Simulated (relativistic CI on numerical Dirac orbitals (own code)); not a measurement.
## Hyperfine structure of Er49+, mass number 167

Computed by Dirac-Coulomb-Breit CI, separate exchange-only KLI orbitals for each configuration, model QED (radiative potential, 1s self-energy scaled to tabulated hydrogen-like ionisation energies), unscaled Slater integrals (own radial code, finite nucleus).

CI space (outside the closed core [Ne]): 3s2 3p6 3d, 3s2 3p5 3d2, 3s 3p6 3d2, 3s2 3p6 4s, 3s2 3p6 4p, 3s2 3p6 4d, 3s2 3p5 3d 4s, 3s2 3p6 4f, 3s2 3p5 3d 4p, 3p6 3d3, 3p5 3d4, 3p5 3d3 4s. Double excitations out of closed p, d and f shells are left out; levels of such configurations are missing from the list, as are those of other unlisted configurations, and high levels can miss mixing partners. These lack a partner that the ground configuration has and come out too high: 3s2 3p5 3d 4p.

Nuclear spin I = 7/2, μ = -0.5623 μN, Q = 3.57 b (tables of Stone and Pyykkö). The electronic factors are computed for point nuclear moments, without core polarisation or the Bohr-Weisskopf and QED corrections.

| Level | E (cm⁻¹) | A (MHz) | B (MHz) |
| --- | --- | --- | --- |
| 3s2 3p6 3d 2D_3/2 | 0 | -12960 | 190000 |
| 3s2 3p6 3d 2D_5/2 | 418286 | -5214 | 237000 |
| 3s2 3p5 3d2 4D°_1/2 | 1825763 | -2951 |  |
| 3s2 3p5 3d2 4D°_5/2 | 2198701 | -7157 | 263000 |
| 3s2 3p5 3d2 4G°_9/2 | 2234536 | -12830 | -971000 |
| 3s2 3p5 3d2 2H°_11/2 | 2312809 | -12270 | -714000 |

Levels with J = 0, under 50 % of one LS term, or S terms without an open s electron are left out. Small factors come from cancelling terms and can be off by tens of per cent or more.

At this charge energies of transitions that change n are usually good to better than 1 %, and those within a shell (Δn = 0) to a few per cent.

(1) Give the hyperfine levels of 3s2 3p6 3d 2D_3/2 relative to its centre of gravity.

Results:

(1) With K = F(F + 1) − I(I + 1) − J(J + 1), E = AK/2 + B[¾K(K + 1) − I(I + 1)J(J + 1)]/[2I(2I − 1)J(2J − 1)]: F = 2: 189100, F = 3: 14710, F = 4: -91340, F = 5: -20600 MHz.

LS names give the leading component of a level, which can be under half, so a name can repeat, a term be missing and a line seem to break the LS rules.
